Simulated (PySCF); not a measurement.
Molecule: B(H)(Me)2, C₂H₇B, SMILES CBC. Atoms near the plane z = 0.0 Å, at the PBE0/def2-SVP optimised geometry (x, y, z in Å): B1 (0.3, 0.0, 0.0), H2 (1.5, 0.0, 0.0), C3 (-0.4, 1.4, 0.0), H4 (0.1, 2.2, 0.6), H5 (-1.5, 1.3, 0.3), H6 (-0.4, 1.7, -1.0), C7 (-0.4, -1.4, 0.0), H8 (-0.4, -1.7, 1.0), H9 (0.1, -2.2, -0.6), H10 (-1.5, -1.3, -0.3).

Method: PBE0/def2-TZVP in PySCF 2.14.0. Cells within 0.4 Å of a nucleus heavier than hydrogen are left out (blank, or x). The values are rescaled to run from 0 to 1.

```
|000000000000000000000000000|
|000000000000000000000000000|
|000000000000000000000000000|
|000000000000011000000000000|
|000000000001345410000000000|
|000000000012577630000000000|
|000000244334788730000000000|
|000003898755788620000000000|
|000006999982x66300000000000|
|00001899999xx25200011000000|
|000006999982x87424788300000|
|000002789767998579999810000|
|00000001112682x399999930000|
|0000000000134xxx99999940000|
|00000001112682x399999930000|
|000002789767998579999810000|
|000006999982x87424788300000|
|00001899999xx25200011000000|
|000006999982x66300000000000|
|000003898755788620000000000|
|000000244334788730000000000|
|000000000012577630000000000|
|000000000001345410000000000|
|000000000000011000000000000|
|000000000000000000000000000|
|000000000000000000000000000|
|000000000000000000000000000|
```
Scale: ten equal steps from 0.000 (start of '0') to 1.00 (end of '9'), in the order '0123456789'; x runs from -4.50 to 4.50, y from -4.50 (bottom) to 4.50 (top).

Q: Which quantity is mapped?
A) an orbital amplitude
B) electrostatic potential
C) deformation density (molecule minus spherical neutral atoms)
D) electron localisation function

A: D, electron localisation function
